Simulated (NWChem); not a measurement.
Program: NWChem. System: 1,1,1,2-tetrafluoroethane (C$_{2}$H$_{2}$F$_{4}$), charge 0, spin multiplicity 1, at a geometry optimised with PBE0/def2-SVP. Level: MP2/def2-TZVP, 6 core orbitals frozen.

The NWChem input:

```
start mol
memory heap 200 mb stack 900 mb global 1100 mb
geometry units angstroms nocenter noautoz
  F      1.061065    -1.628904     0.000000
  C     -0.210460    -1.154837     0.000000
  C     -0.197195     0.358619     0.000000
  F      0.416433     0.843774     1.075931
  F      0.416433     0.843774    -1.075931
  F     -1.456187     0.804860     0.000000
  H     -0.746882    -1.497109     0.899390
  H     -0.746882    -1.497109    -0.899390
  symmetry group Cs
end
basis spherical
  * library def2-tzvp
end
scf
  rhf
  nopen 0
  maxiter 100
  thresh 1e-7
  semidirect memsize 60000000 filesize 0
end
mp2
  freeze core 6
end
task mp2 energy
```

Output (cleaned and shortened):

```
             Northwest Computational Chemistry Package (NWChem) 7.3.0
             --------------------------------------------------------

                                NWChem Input Module
                                -------------------

 Scaling coordinates for geometry "geometry" by  1.889725989
 (inverse scale =  0.529177249)

 Turning off AUTOSYM since
 SYMMETRY directive was detected!

                             Geometry "geometry" -> ""
                             -------------------------

 Output coordinates in angstroms (scale by  1.889725989 to convert to a.u.)

  No.       Tag          Charge          X              Y              Z
 ---- ---------------- ---------- -------------- -------------- --------------
    1 F                    9.0000     1.06106500    -1.62890400     0.00000000
    2 C                    6.0000    -0.21046000    -1.15483700     0.00000000
    3 C                    6.0000    -0.19719500     0.35861900     0.00000000
    4 F                    9.0000     0.41643300     0.84377400     1.07593100
    5 F                    9.0000     0.41643300     0.84377400    -1.07593100
    6 F                    9.0000    -1.45618700     0.80486000     0.00000000
    7 H                    1.0000    -0.74688200    -1.49710900     0.89939000
    8 H                    1.0000    -0.74688200    -1.49710900    -0.89939000

 Effective nuclear repulsion energy (a.u.)     273.4794651002

            Nuclear Dipole moment (a.u.)
            ----------------------------
        X                 Y               Z
 ---------------- ---------------- ----------------
     0.0000037795     0.0000188973     0.0000000000

      Symmetry information
      --------------------

 Group name             Cs
 Group number              2
 Group order               2
 No. of unique centers     6

      Symmetry unique atoms

     1    2    3    4    6    7


 Summary of "ao basis" -> "" (spherical)
 ------------------------------------------------------------------------------
       Tag                 Description            Shells   Functions and Types
[...]
  Active beta occupied  =     19
  Active alpha virtual  =    173
  Active beta virtual   =    173
  Use MO symmetry       = T
  Use skeleton AO sym   = T

  AO/Fock/Back tols     =   1.0D-09  1.0D-09  1.0D-09

 GA uses MA = F    GA memory limited = T

 Available:
  local mem=  1.26D+08
 global mem=  1.44D+08
 local disk=  0.00D+00
  mp2_memr nvloc                   173
  nvloc new                   173
   1 passes of  19:        6291456                     244260                 207199267.
   1 passes of  19: M    126043137           G      144100792           F     119751681.
  mp2_memr nvloc                   173
  nvloc new                   173
   2 passes of  10:        6291456                     166441                 109083978.
   2 passes of  10: M    126043137           G      144100792           F     119751681.

 Semi-direct pass number   1 of   2  for RHF alpha+beta  at       30.4s
  vrange nnbf                 18534
  mp2_eaftype                   416  avail_ma_in_mb                  1098
 EAF : mp2_eaftype filesize         416   54541989.
  mp2_eaf for mointskh                    416
Node 0 wrote    256.5 Mb in      0.3 s     Agg I/O rate:   941.6 Mb/s
 Done moints_semi at       47.5s
  mp2_eaftype                   416  avail_ma_in_mb                   682
 EAF : mp2_eaftype filesize         416   54541989.
  mp2_eaf for kh                   416
 Done maket at       48.1s
 Semi-direct pass number   2 of   2  for RHF alpha+beta  at       48.1s
  vrange nnbf                 18534
  mp2_eaftype                   416  avail_ma_in_mb                   682
 EAF : mp2_eaftype filesize         416   54541989.
  mp2_eaf for mointskh                    416
Node 0 wrote    230.9 Mb in      0.2 s     Agg I/O rate:  1043.6 Mb/s
 Done moints_semi at       64.7s
  mp2_eaftype                   416  avail_ma_in_mb                   682
 EAF : mp2_eaftype filesize         416   54541989.
  mp2_eaf for kh                   416
 Done maket at       65.3s
 Done multipass loop at       65.3s

          -------------------------------------------
          SCF energy                -474.870546661199
          Correlation energy          -1.307612398667
          Singlet pairs               -0.796446456052
          Triplet pairs               -0.511165942615
          Total MP2 energy          -476.178159059866
          -------------------------------------------

          ---------------------------------------------------
                    Spin Component Scaled (SCS) MP2
          Same spin pairs                     -0.340777295076
          Same spin scaling factor             0.333333333333
          Opposite spin pairs                 -0.966835103590
          Opposite spin scaling fact.          1.200000000000
          SCS-MP2 correlation energy          -1.273794556001
          Total SCS-MP2 energy              -476.144341217200
          ---------------------------------------------------

 -----------------------
 Performance information
 -----------------------

 Timer overhead =  9.66D-08 seconds/call

               Nr. of calls         CPU time (s)                 Wall time (s)                GFlops
             ---------------    -------------------     ------------------------------   -------------------
Name         Min   Avg   Max    Min     Avg     Max     Min     Avg     Max   Mx/calls   Min     Max     Sum
mp2: moin     2     2     2    34.     34.     34.      34.     34.     34.     17.      0.0     0.0     0.0
mp2: make     2     2     2    1.2     1.2     1.2      1.2     1.2     1.2    0.61      0.0     0.0     0.0
mp2: tota     1     1     1    35.     35.     35.      35.     35.     35.     35.      0.0     0.0     0.0

 The average no. of pstat calls per process was 5.00D+00
 with a timing overhead of 4.83D-07s

 Task  times  cpu:       65.3s     wall:       65.3s

 Total times  cpu:       65.3s     wall:       65.3s
```
